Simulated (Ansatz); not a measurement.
Mulliken charges of `[SiH3][O][Al]([SH])[Br]` from ωB97M-V/def2-TZVPP in Ansatz (PBE0-D4/def2-TZVP geometry).

| atom | x (Å) | y (Å) | z (Å) | charge (e) |
| --- | --- | --- | --- | --- |
| Si1 | 1.499 | -0.152 | 0.934 | 0.262 |
| O2 | 0.120 | -0.021 | 0.074 | -0.316 |
| Al3 | -1.207 | 0.571 | -0.748 | 0.466 |
| S4 | -2.613 | -0.773 | -1.690 | -0.230 |
| Br5 | -1.563 | 2.776 | -0.896 | -0.201 |
| H6 | 2.516 | 0.805 | 0.425 | -0.034 |
| H7 | 1.230 | 0.137 | 2.366 | -0.037 |
| H8 | 2.025 | -1.535 | 0.807 | -0.039 |
| H9 | -1.919 | -1.854 | -1.289 | 0.129 |

Q: By hand: the dipole of these point charges (1 e Å = 4.8032 D).

A: Σ q r = (0.250, -0.359, 0.142) e Å, of length 0.460 e Å = 2.21 D.

Q: How does the dipole of the full density compare? (Best estimate.)

A: Ansatz gave: (0.142, -0.235, 0.081) e Å, 1.38 D; the point charges give 1.60 times that, at 4° from its direction.

Point charges leave out the atoms' own dipoles, such as those of lone pairs, and Mulliken's split depends on the basis, so the two needn't agree.
